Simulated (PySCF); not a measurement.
# Run times: thulium in x2c-SVPall-2c with one added diffuse shell each of s, p, d, f type

Measured wall times of calculations with PySCF 2.14 in x2c-SVPall-2c with one added diffuse shell each of s, p, d, f type (8s11p10d4f1g, 128 functions), with two-component X2C-1e, run from one Python driver. Hardware: 1 thread of Neoverse-V2 on a shared host, 3 GiB allowed. The two-electron integrals over 128 functions were computed once and kept in memory (14 CPU seconds with the set-up); the times below exclude them.

Launch command (the driver calls PySCF for each step listed in the task file):

```bash
OMP_NUM_THREADS=1 python sorun2.py TASK.json OUT
```

```json
{"species": "Tm [Xe] 4f13 6s2", "step": "GHF, spin-free", "iterations": "10", "wall time (s)": "14"}
{"species": "Tm [Xe] 4f13 6s2", "step": "GMP2 (41 electrons), spin-free", "iterations": "", "wall time (s)": "17"}
{"species": "Tm [Xe] 4f13 6s2", "step": "GHF, screened spin-orbit", "iterations": "10", "wall time (s)": "14"}
{"species": "Tm [Xe] 4f13 6s2", "step": "GMP2 (41 electrons), screened spin-orbit", "iterations": "", "wall time (s)": "15"}
{"species": "Tm⁺ [Xe] 4f13 6s1", "step": "GHF, spin-free", "iterations": "9", "wall time (s)": "13"}
{"species": "Tm⁺ [Xe] 4f13 6s1", "step": "GMP2 (40 electrons), spin-free", "iterations": "", "wall time (s)": "15"}
{"species": "Tm⁺ [Xe] 4f13 6s1", "step": "GMP2 (40 electrons), screened spin-orbit", "iterations": "", "wall time (s)": "15"}
```

(1) Roughly how long does GHF, screened spin-orbit take for Tm⁺ [Xe] 4f13 6s1 here?

Peak memory of the process: 0.8 GiB. Times on a shared host vary from run to run.

## Answers

(1) About 22 s.
